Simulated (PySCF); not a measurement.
CH3Si, SMILES C=[SiH], multiplicity 2.

Coordinates come from a PBE0-D3(BJ)/def2-TZVP optimisation. The isomer is the one that the SMILES or the coordinates give; other isomers of the formula were not compared.

The numbers are results of TDA-PBE/def2-TZVPD in PySCF 2.14.0, not measurements.

Vertical excitations. 

Computed UV-visible absorptions:
```json
[
 {"state": "root 1", "energy (eV)": "1.44", "λ (nm)": "861", "f": "0.002", "main pairs": "β HOMO→LUMO 99 %"},
 {"state": "root 2", "energy (eV)": "2.78", "λ (nm)": "446", "f": "0.001", "main pairs": "α HOMO→LUMO 54 %, β HOMO→LUMO+1 45 %"},
 {"state": "root 3", "energy (eV)": "3.68", "λ (nm)": "337", "f": "0.011", "main pairs": "α HOMO−1→LUMO 98 %"},
 {"state": "root 4", "energy (eV)": "4.51", "λ (nm)": "275", "f": "0.009", "main pairs": "α HOMO→LUMO 5 %, β HOMO−1→LUMO 84 %"},
 {"state": "root 5", "energy (eV)": "5.28", "λ (nm)": "235", "f": "0.002", "main pairs": "α HOMO→LUMO+1 56 %, β HOMO→LUMO+2 38 %"},
 {"state": "root 6", "energy (eV)": "5.30", "λ (nm)": "234", "f": "0.076", "main pairs": "α HOMO−1→LUMO+1 24 %, α HOMO→LUMO 20 %, β HOMO→LUMO+1 25 %, β HOMO−2→LUMO 13 %, β HOMO−1→LUMO 11 %"},
 {"state": "root 7", "energy (eV)": "5.62", "λ (nm)": "221", "f": "0.049", "main pairs": "α HOMO→LUMO+2 41 %, α HOMO→LUMO+1 33 %, β HOMO→LUMO+2 21 %"},
 {"state": "root 8", "energy (eV)": "5.67", "λ (nm)": "218", "f": "0.064", "main pairs": "α HOMO−1→LUMO+1 69 %, β HOMO−2→LUMO 13 %"},
 {"state": "root 9", "energy (eV)": "5.75", "λ (nm)": "215", "f": "0.041", "main pairs": "α HOMO→LUMO+2 37 %, α HOMO→LUMO+1 9 %, β HOMO→LUMO+2 38 %, β HOMO→LUMO+3 15 %"},
 {"state": "root 10", "energy (eV)": "5.90", "λ (nm)": "210", "f": "0.069", "main pairs": "α HOMO−1→LUMO+2 93 %"}
]
```
Unrestricted roots are not spin-pure.
